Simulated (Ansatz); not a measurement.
```yaml
crystal:
  periodic: [false, false, false]
  atoms:
    - {symbol: B, position_ang: [-0.507037, 0.145781, -0.536298]}
    - {symbol: In, position_ang: [0.374320, -0.028849, 0.591658]}
    - {symbol: F, position_ang: [1.378953, -0.897156, 0.198515]}
    - {symbol: H, position_ang: [-1.067947, -0.288091, -0.745658]}
    - {symbol: H, position_ang: [-0.458921, 0.778590, -1.183401]}
    - {symbol: H, position_ang: [0.572529, 0.234387, 1.484706]}
basis:
  gaussian: {orbitals: def2-SVP}
total_charge: 1
magnetization: {spin_polarized: true, initial_magnetization: 1}
hamiltonian: {xc: {name: PBE-QIDH}}
output: {forces: true}
```

```sh
$ ansatz run in.yaml --threads 2 --pin off --events-out ev --progress --plain --max-ram 4352MiB
```

Output, abridged:

```
Functional definition: PBE-QIDH
767 factors; integrals over basis functions are off by at most 3.4e-4 eV
mean field evaluation 1: about -8533.9902 eV, gradient 5.0e1 eV
mean field evaluation 2: about -8534.1736 eV, gradient 5.0e1 eV
mean field evaluation 4: about -8542.8576 eV, gradient 5.6e0 eV
mean field evaluation 8: about -8543.0562 eV, gradient 6.6e-1 eV
mean field evaluation 16: about -8543.0764 eV, gradient 5.8e-3 eV
mean field -8543.07638807 eV, -313.9522665565 hartree, gradient 2.6e-6 eV, S^2 0.759529; 0 other end points of the search recorded, 0 dependent functions left out
6 core orbitals not correlated: weight in the atoms' cores, before any rotation towards them, 0.998 or more for the frozen orbitals, at most 0.002 for the correlated occupied ones
reference -8543.07640160 eV, -313.9522670538 hartree; 13, 12 occupied and 50, 51 virtual orbitals, 767 factors
second order -11.74664043 eV of doubles, -0.00000000 eV of singles
Total energy: -8546.99194841 eV, -314.0961607450 hartree
Atom 0 at    -0.507037     0.145781    -0.536298 Å, force     3.180944    20.624994    -8.702832 eV/Å
Atom 1 at     0.374320    -0.028849     0.591658 Å, force   -31.730490    14.809625   -12.131055 eV/Å
Atom 2 at     1.378953    -0.897156     0.198515 Å, force    46.443411   -39.816408   -17.459312 eV/Å
Atom 3 at    -1.067947    -0.288091    -0.745658 Å, force   -31.006182   -25.230968   -10.525828 eV/Å
Atom 4 at    -0.458921     0.778590    -1.183401 Å, force     2.115824    10.869087   -10.369239 eV/Å
Atom 5 at     0.572529     0.234387     1.484706 Å, force    10.996493    18.743670    59.188267 eV/Å
Dipole moment:    -0.282883     0.200290    -0.047922 e Å
```

In this input the geometry is squeezed to about two thirds of its size. The calculation finished and met its thresholds. The result belongs to that input, not to the molecule as meant.
